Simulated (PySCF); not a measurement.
This PySCF input asks for the NMR shieldings of SMILES BC[C@@H]1[C@@H](B)[C@@H]1C(C)C, C$_{7}$H$_{16}$B$_{2}$; the geometry comes from GFN2-xTB.

```python
import basis_set_exchange as bse
import numpy as np
from pyscf import gto, dft
from pyscf.prop import nmr

atoms = """
B     2.404386    1.660512    0.298843
C     1.858535    0.605522   -0.730847
C     1.212897   -0.616477   -0.115582
C     0.220674   -1.454946   -0.930042
B     0.265146   -2.983221   -0.884310
C    -0.210251   -0.639500    0.293311
C    -1.142711    0.538614    0.108171
C    -2.594614    0.060866    0.142418
C    -0.887005    1.586040    1.192260
H     2.655908    1.345589    1.396733
H     2.620936    2.754202   -0.055382
H     1.187285    1.057603   -1.463988
H     2.728862    0.275352   -1.314419
H     1.893761   -1.182831    0.509836
H    -0.057825   -0.975538   -1.864434
H     0.020939   -3.615226   -1.839293
H     0.548576   -3.529213    0.112679
H    -0.444202   -1.218257    1.180313
H    -0.959294    0.999996   -0.867332
H    -2.761403   -0.697213   -0.619954
H    -3.276698    0.889253   -0.036815
H    -2.829365   -0.372784    1.112477
H     0.140972    1.944328    1.134697
H    -1.048436    1.157317    2.179046
H    -1.558006    2.434159    1.070748
"""
names = dict.fromkeys(["B", "C", "H"], "pcSseg-1")
basis = {el: gto.basis.parse(bse.get_basis(n, elements=[el], fmt="nwchem")) for el, n in names.items()}
mol = gto.M(atom=atoms, basis=basis, charge=0, verbose=0)
mf = dft.RKS(mol, xc="PBE0")
mf.grids.level = 2
mf.grids.alignment = dft.numint.BLKSIZE   # the property module wants whole blocks of grid points
mf.conv_tol = 1e-9
mf.kernel()

calc = nmr.RKS(mf)   # GIAO
C = mf.mo_coeff
Co = C[:, mf.mo_occ > 0]
resp = mf.gen_response(singlet=True, hermi=2)
def vind(x):   # induced exchange potential for any number of trial vectors
    d = np.einsum("pi,xij,qj->xpq", C, 2 * x.reshape(-1, C.shape[1], Co.shape[1]), Co, optimize=True)
    return np.einsum("xpq,pi,qj->xij", resp(d - d.transpose(0, 2, 1)), C, Co, optimize=True).ravel()
mo1, _ = nmr.rhf.solve_mo1(calc, with_cphf=vind)
sigma = calc.kernel(mo1)
for i, s in enumerate(sigma):   # ppm
    print("%2d %-2s %9.2f" % (i, mol.atom_pure_symbol(i), np.trace(s) / 3))
```

Problem. What are the results?

Solution. 
```
 0 B      12.30
 1 C     150.50
 2 C     151.23
 3 C     147.39
 4 B      17.39
 5 C     143.37
 6 C     154.00
 7 C     162.53
 8 C     162.35
 9 H      23.68
10 H      23.75
11 H      29.83
12 H      29.98
13 H      29.50
14 H      30.88
15 H      24.00
16 H      24.87
17 H      30.45
18 H      30.72
19 H      30.45
20 H      30.65
21 H      30.96
22 H      31.77
23 H      30.87
24 H      30.73
```

These numbers come from an equivalent density-fitted implementation of the same equations, which agrees with the script to about 0.01 ppm for H and up to a few tenths of a ppm for heavy atoms, so last digits may differ.

Size and cost of the density-fitted run: 233 basis functions, 99 s wall time on 1 thread of an Arm Neoverse N1, shared host; peak memory 1.1 GiB.
